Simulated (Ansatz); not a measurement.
Basis-set series for `[F][Ge]([F])([SH])[SH]`. The species carries charge 0 and has multiplicity 1. Geometry: relaxed with PBE0-D4/def2-TZVP. It is one conformer, not always the lowest.

```xyz
7

F    -0.066   -1.022   -1.862
Ge   -0.162   -0.197   -0.356
F    -1.316   -1.122    0.529
S     1.709   -0.267    0.771
S    -0.860    1.811   -0.844
H     1.368   -1.437    1.341
H    -0.673    2.234    0.419
```

```
functional       basis  functions  energy (Eh)  HOMO (eV)  LUMO (eV)
   PBE0-D4    def2-SVP        106  -3073.01609      -8.34      -1.02
   PBE0-D4  def2-TZVPP        222  -3073.81281      -8.44      -1.29
   ωB97M-V    def2-SVP        106  -3073.53342     -10.52       1.15
   ωB97M-V  def2-TZVPP        222  -3074.33149     -10.65       0.76
```

**Question.** Give the rows for def2-QZVPP. (Estimate.)

**Answer.** Computed: 
```json
{"functional": "PBE0-D4", "basis": "def2-QZVPP", "functions": "403", "energy (Eh)": "-3073.89357", "HOMO (eV)": "-8.48", "LUMO (eV)": "-1.39"}
{"functional": "ωB97M-V", "basis": "def2-QZVPP", "functions": "403", "energy (Eh)": "-3074.40906", "HOMO (eV)": "-10.69", "LUMO (eV)": "0.53"}
```

Positive LUMOs are unbound and depend on the basis. Scalar relativity is left out up to krypton.
